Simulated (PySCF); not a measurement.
Ge(F)(SH) (FGeHS), SMILES [F][Ge][SH] (connectivity only; charge and spin as stated), neutral, multiplicity 1. Heavy atoms are numbered as in [Ge:1]([F:2])[SH:3]. Hydrogens are named by the atom that carries them.

Geometry optimised at B3LYP-D3(BJ)/def2-TZVP. One conformer was computed; it need not be the lowest.

These are PBE0/pcSseg-2 in PySCF values and carry that method's errors.

GIAO shieldings, no solvent; atoms alike by connectivity are averaged. δ = σ(ref) − σ: ⁷³Ge against GeH4 (σ = 1662.5 ppm); ¹⁹F against CFCl3 (σ = 165.8 ppm); ³³S against H2S (σ = 711.3 ppm); ¹H against TMS (σ = 31.54 ppm), references at their B3LYP-D3(BJ)/def2-TZVP geometries, non-relativistic.

```
nucleus    atoms  count  δ (ppm)
-------  -------  -----  -------
⁷³Ge         Ge1      1    877.7
¹⁹F           F2      1     34.8
³³S      S3 (SH)      1    449.9
¹H       H on S3      1     4.37
```
